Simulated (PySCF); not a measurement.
Species: C7H13N.
Z-matrix (Å and degrees, PBE0-D3(BJ)/def2-SVP geometry), rows numbered from 1:
```
C 
C   1  1.3326
C   2  1.4966  1  124.84
N   3  1.4506  2  113.67  1  -128.16
C   4  1.4438  3  112.02  2  -165.57
C   4  1.4285  3  113.06  2    66.63
C   6  1.4983  4  118.27  3  -155.71
C   6  1.4972  4  119.43  3   -86.00
H   1  1.0950  2  121.19  3     2.36
H   1  1.0930  2  121.69  3  -177.62
H   2  1.0966  1  119.87  3   178.13
H   3  1.1143  2  109.52  1    -1.88
H   3  1.1049  2  107.97  1   113.31
H   5  1.1130  4  113.29  3   -62.41
H   5  1.0995  4  109.87  3   177.13
H   5  1.1011  4  110.11  3    58.25
H   6  1.1054  4  115.69  3    60.09
H   7  1.0930  6  116.55  8  -107.38
H   7  1.0928  6  118.32  8   109.09
H   8  1.0926  6  118.17  7  -109.32
H   8  1.0912  6  116.66  7   107.37
```

Computed at PBE0/pcSseg-1 (PySCF, non-relativistic), with Q(14N) = 0.02044 b: N4, 14N (I = 1): χzz = -6.172 MHz, η = 0.019.

Find the zero-field quadrupole resonance frequencies of 14N at N4.

From ν± = (3/4)|χ|(1 ± η/3) and ν0 = |χ|η/2: ν+ 4.658 MHz, ν− 4.600 MHz, ν0 0.058 MHz (tertiary amine nitrogen).

In a crystal, neighbours and librations shift these lines. Isolated species at its PBE0-D3(BJ)/def2-SVP geometry (one conformer only). The basis is small and wasn't made for field gradients, so the couplings can be 20 % off.

The run behind these numbers computed NMR shieldings as well. Hardware: one thread, Arm Neoverse N1, no GPU, shared host. Cost: 58 s of wall time.
